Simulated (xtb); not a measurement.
H₄OSiSn, SMILES [OH][Sn][SiH3] (connectivity only; charge and spin as stated), neutral, multiplicity 1. All values are semi-empirical tight-binding results from xtb (GFN2-xTB unless named), good for trends rather than for accurate numbers. Coordinates come from a GFN2-xTB optimisation. The values are those of a single conformer.

Optimised geometry:

```xyz
7

Sn     0.1091    -0.3295     0.5493
O      1.0996    -1.2970    -0.9247
H      1.1337    -1.0971    -1.8568
Si    -0.8670     1.5645    -0.9977
H     -1.6811     2.6497    -0.4117
H     -1.7387     1.0760    -2.0931
H      0.1749     2.3166    -1.7377
```

For metal compounds this method's bond lengths and energies can be far off.

```yaml
orbital_gap: 2.21 eV
zero_point_energy: 21.2 kcal/mol
G − E(el) at 298.15 K (modified RRHO): 1.4 kcal/mol
```

**Question.** Give the atomic charges and the Wiberg bond orders between heavy atoms. (An estimate is asked for; the answer gives what the named calculation found.)

**Answer.** charges (e) Sn1 0.28, O2 -0.57, H3 0.28, Si4 0.33, H5 -0.12, H6 -0.10, H7 -0.10. Bond orders Sn1–O2 1.17, Sn1–Si4 0.96.
